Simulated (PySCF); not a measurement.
1,1-difluoro-2-methylprop-1-ene (C₄H₆F₂), SMILES CC(C)=C(F)F.

Coordinates come from a PBE0-D3(BJ)/def2-SVP optimisation.

Computed with PySCF with B3LYP/def2-TZVP.

Isolated molecule, no solvent.

**Question.** Estimate the frontier levels, gap, dipole moment and polarisability. (The exact figures need the calculation; the answer reports its results.)

**Answer.** 
| Quantity | Result |
|---|---|
| highest occupied level | -6.64 eV |
| lowest empty level | 0.67 eV |
| orbital gap | 7.31 eV |
| dipole moment | 1.67 D |
| quadrupole, principal values (traceless, Buckingham form, about the centre of nuclear charge) | -0.64, 0.09, 0.55 D·Å |
| mean static polarisability | 50.7 bohr³ (7.51 Å³) |
| polarisability, principal values | 38.8, 51.1, 62.1 bohr³ |
